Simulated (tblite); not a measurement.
3-methoxypentane, C6H14O.
Numbering: `[CH3:1][CH2:2][CH:3]([CH2:4][CH3:5])[O:6][CH3:7]` (hydrogens: H8, H9, H10 on C1; H11, H12 on C2; H13 on C3; H14, H15 on C4; H16, H17, H18 on C5; H19, H20, H21 on C7)

The geometry is computed with GFN2-xTB (gas phase).

**Question.** Give the optimised bond lengths and angles.

**Answer.** 
```csv
bond,length (Å),order
"C1–C2, C4–C5",1.524,single
"C2–C3, C3–C4",1.536,single
C3–O6,1.418,single
O6–C7,1.401,single
C1–H8 and 5 like bonds,1.087,single
"C2–H11, C4–H14",1.090,single
"C2–H12, C4–H15",1.092,single
C3–H13,1.105,single
"C7–H19, C7–H21",1.093,single
C7–H20,1.098,single
```

Bonds in one row agree within 0.01 Å and their mean is given. Orders are formal, as drawn. A selection of angles:
```csv
angle,degrees
C2–C1–H8,110.8
C2–C1–H9,109.7
H8–C1–H9,108.6
H8–C1–H10,108.5
C1–C2–C3,111.6
C1–C2–H11,109.2
C1–C2–H12,110.1
C3–C2–H11,108.1
C3–C2–H12,109.0
H11–C2–H12,108.8
C2–C3–C4,112.3
C2–C3–O6,106.7
C2–C3–H13,108.7
C4–C3–O6,112.2
C4–C3–H13,107.9
O6–C3–H13,108.9
C3–C4–C5,112.6
H14–C4–H15,107.4
C3–O6–C7,115.1
O6–C7–H19,112.4
O6–C7–H21,106.4
H19–C7–H20,108.6
```

Dihedral angles: C1–C2–C3–C4 -168° (antiperiplanar); C2–C3–C4–C5 -63° (synclinal); C2–C3–O6–C7 -162° (antiperiplanar). The mirror-image conformer, all signs reversed, is as good.

Of the pairs four or more bonds apart, O6···H16 is among the closest relative to their van der Waals radii: 2.56 Å, 94 % of the sum of Bondi's values. O6 (ether oxygen) is bent (angle 115.1°).

Point group: C1 (no symmetry element, even within 0.4 Å). Its GFN2-xTB frequencies are all real (lowest 64 cm⁻¹). One conformer, not necessarily the lowest.
